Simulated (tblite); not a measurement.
C6H15PS.
Numbering: `[CH3:1][CH:2]([CH3:3])[CH2:4][P:5]([CH3:6])([CH3:7])=[S:8]` (hydrogens: H9, H10, H11 on C1; H12 on C2; H13, H14, H15 on C3; H16, H17 on C4; H18, H19, H20 on C6; H21, H22, H23 on C7)

Computed with GFN2-xTB (tblite), gas phase: L-BFGS steps from a force-field or distance-geometry start until the largest atomic force falls under 0.01 eV/Å.

Step 16: E = -715.6338 eV
```
atom  x, y, z in Å  |  force x, y, z in eV/Å
C1      1.6513    1.1158    0.6691   -0.030  -0.007  -0.008
C2      1.5055   -0.3140    0.1564    0.020   0.034  -0.009
C3      2.6096   -0.6359   -0.8501   -0.012   0.011   0.014
C4      0.1551   -0.5273   -0.5262    0.033  -0.001   0.005
P5     -1.3210   -0.3378    0.5715   -0.033   0.012  -0.004
C6     -2.6471   -1.0891   -0.4689    0.027   0.015   0.007
C7     -1.8006    1.4430    0.5593    0.002  -0.001  -0.003
S8     -1.1479   -1.1203    2.3384    0.006   0.016  -0.015
H9      2.6709    1.2953    1.0088   -0.080  -0.017  -0.012
H10     1.4168    1.8309   -0.1195    0.041  -0.002   0.026
H11     0.9789    1.2830    1.5092    0.029  -0.029  -0.010
H12     1.5762   -0.9950    1.0137   -0.020   0.007  -0.070
H13     3.5915   -0.5070   -0.4004   -0.029  -0.012  -0.002
H14     2.5303    0.0339   -1.7060    0.058  -0.024   0.008
H15     2.5248   -1.6606   -1.2069    0.018   0.016   0.022
H16     0.0509    0.1398   -1.3859   -0.022   0.023   0.013
H17     0.1024   -1.5597   -0.8889   -0.023  -0.009  -0.010
H18    -2.6821   -0.6319   -1.4571   -0.005  -0.006   0.048
H19    -2.4496   -2.1571   -0.5664   -0.028   0.042   0.039
H20    -3.6026   -0.9501    0.0388    0.056  -0.028  -0.022
H21    -1.1248    2.0100    1.1966   -0.040  -0.017  -0.017
H22    -2.8075    1.5117    0.9749    0.049  -0.006  -0.030
H23    -1.7857    1.8494   -0.4504   -0.018  -0.018   0.031
```

Step 17: E = -715.6349 eV
```
atom  x, y, z in Å  |  force x, y, z in eV/Å
C1      1.6486    1.1139    0.6701   -0.017  -0.008  -0.018
C2      1.5045   -0.3151    0.1544    0.026   0.035  -0.011
C3      2.6111   -0.6369   -0.8498   -0.014   0.011   0.019
C4      0.1543   -0.5269   -0.5295    0.052   0.011   0.000
P5     -1.3203   -0.3337    0.5698    0.006  -0.005  -0.020
C6     -2.6450   -1.0879   -0.4672    0.008   0.006   0.005
C7     -1.8021    1.4458    0.5583    0.011  -0.029  -0.004
S8     -1.1409   -1.1162    2.3357   -0.002   0.016  -0.003
H9      2.6668    1.2957    1.0116   -0.061  -0.029  -0.010
H10     1.4167    1.8286   -0.1190    0.026   0.014   0.019
H11     0.9764    1.2815    1.5100    0.016  -0.038  -0.015
H12     1.5762   -0.9977    1.0097   -0.032  -0.001  -0.051
H13     3.5918   -0.5079   -0.3963   -0.042  -0.016  -0.014
H14     2.5343    0.0327   -1.7061    0.059  -0.024   0.009
H15     2.5265   -1.6622   -1.2062    0.022   0.032   0.026
H16     0.0535    0.1408   -1.3898   -0.028   0.012   0.024
H17     0.0992   -1.5596   -0.8919   -0.020   0.003  -0.007
H18    -2.6846   -0.6345   -1.4560    0.006   0.009   0.021
H19    -2.4479   -2.1554   -0.5614   -0.013   0.012   0.032
H20    -3.5995   -0.9504    0.0402    0.018  -0.016   0.003
H21    -1.1269    2.0093    1.1979   -0.030   0.009  -0.007
H22    -2.8080    1.5074    0.9752    0.022   0.013  -0.020
H23    -1.7893    1.8557   -0.4496   -0.015  -0.017   0.023
```

Task: Estimate the geometry and energy of step 18. (The exact step hangs on the optimiser's Hessian estimate; all steps are aligned on step 17, rigid shifts and turns removed.)

Result: E = -715.6357 eV, largest force 0.056 eV/Å
```
atom  x, y, z in Å  |  force x, y, z in eV/Å
C1      1.6463    1.1124    0.6705   -0.006  -0.005  -0.021
C2      1.5042   -0.3155    0.1528    0.014   0.020  -0.018
C3      2.6121   -0.6374   -0.8492   -0.005   0.008   0.013
C4      0.1545   -0.5264   -0.5321    0.038   0.015  -0.008
P5     -1.3196   -0.3307    0.5680    0.041  -0.016  -0.023
C6     -2.6434   -1.0870   -0.4658   -0.004  -0.002   0.005
C7     -1.8031    1.4473    0.5576    0.014  -0.039  -0.004
S8     -1.1355   -1.1127    2.3334   -0.007   0.014   0.008
H9      2.6628    1.2955    1.0136   -0.024  -0.033  -0.002
H10     1.4170    1.8272   -0.1182    0.009   0.030   0.005
H11     0.9746    1.2796    1.5102   -0.006  -0.039  -0.011
H12     1.5755   -0.9998    1.0058   -0.035  -0.009  -0.026
H13     3.5914   -0.5090   -0.3936   -0.031  -0.014  -0.010
H14     2.5384    0.0313   -1.7060    0.054  -0.014   0.000
H15     2.5283   -1.6629   -1.2053    0.018   0.028   0.024
H16     0.0551    0.1417   -1.3924   -0.029   0.008   0.025
H17     0.0966   -1.5594   -0.8943   -0.012   0.014  -0.004
H18    -2.6864   -0.6364   -1.4549    0.014   0.021  -0.005
H19    -2.4469   -2.1539   -0.5570    0.002  -0.016   0.024
H20    -3.5969   -0.9509    0.0415   -0.014  -0.004   0.025
H21    -1.1292    2.0091    1.1988   -0.015   0.028   0.004
H22    -2.8080    1.5046    0.9751   -0.007   0.021  -0.008
H23    -1.7924    1.8603   -0.4484   -0.010  -0.014   0.005
```

The energy changes by -0.0008 eV. The first-order estimate −F·Δx gives -0.0011 eV and the mean of the old and new forces, exact on a quadratic surface, -0.0008 eV. The step makes an angle of 69° with the force vector and moves no atom by more than 0.007 Å.

What follows is the cost of the whole relaxation. Time: 0.9 s. Hardware: Arm Neoverse V1, one thread, no GPU, shared host.
